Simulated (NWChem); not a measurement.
System: C$_{3}$H$_{7}$FSi; SMILES [SiH3]/C(=C\F)C

Results from NWChem. Pople sets run with spherical d functions. Medium grid unless said otherwise, to which SCAN and Minnesota functionals are sensitive. Structure relaxed at the PBE0/def2-SVP level. Not confirmed as a minimum by frequencies. B3LYP is NWChem's, with the RPA form of VWN correlation.

Task: Order these by “highest occupied level (eV)”, lowest first: B97-2/6-31G*; OLYP/6-31G*; MPW1K/6-31G*; r2SCAN0/6-31G*; M06-2X/6-31G*.

Result: M06-2X/6-31G* (-8.30), MPW1K/6-31G* (-8.00), r2SCAN0/6-31G* (-7.25), B97-2/6-31G* (-6.83), OLYP/6-31G* (-5.65)
